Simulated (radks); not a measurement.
The numbers below are computed, except where a source is named.
Q: Ni2+, configuration [Ar] 3d7 4s1 (not the ground configuration). Code: a radial shooting solver on a logarithmic mesh with Libxc functionals. Model: scalar-relativistic Kohn-Sham, PBE, spin-polarised, spherical densities, finite nucleus; open shells are filled with parallel spins first; Fermi nuclear charge, rms radius 3.7757 fm. Some entries of the table are withheld. Estimate them.

orbital,occ.,eigenvalue (hartree),r(max) (bohr)
1s up,1,-302.7961,0.03540
1s down,1,-302.7940,0.03540
2s up,1,-37.13417,0.2046
2s down,1,-37.06702,0.2045
2p up,3,-32.08486,0.1649
2p down,3,-32.03387,0.1648
3s up,1,-5.13686,0.6378
3s down,1,-4.99934,0.6386
3p up,3,-3.67153,(1)
3p down,3,-3.53559,(2)
3d up,5,-1.33920,0.6183
3d down,2,-1.20579,0.6230
4s up,1,(3),1.941
4s down,0,(4),1.969

A: 
(1) 3p up r(max) (bohr): 0.6444
(2) 3p down r(max) (bohr): 0.6456
(3) 4s up eigenvalue (hartree): -0.90962
(4) 4s down eigenvalue (hartree): -0.82820
